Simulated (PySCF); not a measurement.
## Bi⁷⁹⁺ (bismuth, charge +79): Hartree-Fock from Schrödinger to Dirac-Coulomb-Breit

Occupied: 1s1/2, 2s1/2. Hartree-Fock calculated with PySCF 2.14 in an even-tempered Gaussian basis (18 s from 24 bohr⁻², ratio 2.3; 15 p from 28 bohr⁻², ratio 2.3), Gaussian nucleus throughout. NR is non-relativistic, sf-X2C the spin-free one-electron X2C Hamiltonian, X2C adds the bare one-electron spin-orbit term, X2C-SNSO screens it by Boettger's factors, DC is four-component Dirac-Coulomb, and the Gaunt and Breit terms are added at first order (total energies over the DC spinors, levels after relaxing the spinors in that mean field). QED terms are absent. Levels marked empty are virtual spinors of this ion.

```json
{"Hamiltonian": "NR", "E (hartree)": "-8480.8963", "E − E(DC) (hartree)": "1000.8446", "CPU seconds": "0.24"}
{"Hamiltonian": "sf-X2C", "E (hartree)": "-9476.0677", "E − E(DC) (hartree)": "5.6732", "CPU seconds": "0.14"}
{"Hamiltonian": "X2C", "E (hartree)": "-9476.0677", "E − E(DC) (hartree)": "5.6732", "CPU seconds": "0.14"}
{"Hamiltonian": "X2C-SNSO", "E (hartree)": "-9476.0677", "E − E(DC) (hartree)": "5.6732", "CPU seconds": "0.14"}
{"Hamiltonian": "DC", "E (hartree)": "-9481.7409", "E − E(DC) (hartree)": "0.0000", "CPU seconds": "3.1"}
{"Hamiltonian": "DC+Gaunt", "E (hartree)": "-9471.0160", "E − E(DC) (hartree)": "10.7249", "CPU seconds": "5.5"}
{"Hamiltonian": "DC+Breit", "E (hartree)": "-9471.2588", "E − E(DC) (hartree)": "10.4821", "CPU seconds": "45"}
```

Problem. Give the 2p spin-orbit interval with each Hamiltonian that has one.

Solution. X2C 2581; X2C-SNSO 2509; DC 2527; DC+Gaunt 2499; DC+Breit 2498 (eV).

```
   level (eV)        NR     sf-X2C        X2C   X2C-SNSO         DC   DC+Gaunt   DC+Breit
        1s1/2  -91430.9  -101465.6  -101465.6  -101465.6  -101600.5  -101343.9  -101347.0
        2s1/2  -22205.7   -25303.1   -25303.1   -25303.1   -25320.6   -25288.7   -25292.0
2p1/2 (empty)  -21732.0   -22844.9   -24726.6   -24670.1   -24691.7   -24633.8   -24641.1
2p3/2 (empty)  -21732.0   -22844.9   -22145.6   -22161.1   -22164.8   -22135.3   -22142.6
3s1/2 (empty)   -9624.3   -10667.7   -10667.7   -10667.7   -10672.5   -10663.7   -10665.0
```

Weight of the small component: 1s1/2 0.101, 2s1/2 0.0250, 2p1/2 0.0248, 2p3/2 0.0222, 3s1/2 0.0105.

Koopmans' value for the highest occupied level at DC+Breit: 25292.0 eV, against an ionisation energy of 25260 ± 140 eV (theoretical estimate listed by NIST; NIST Atomic Spectra Database, ionization energies); the former lacks relaxation, correlation, QED and recoil.

The whole ladder took 55 s of wall time on 1 thread of Intel(R) Xeon(R) 6975P-C (shared host), launched as `OMP_NUM_THREADS=1 python relrun2.py TASK.json OUT` (a driver that calls PySCF for each Hamiltonian).
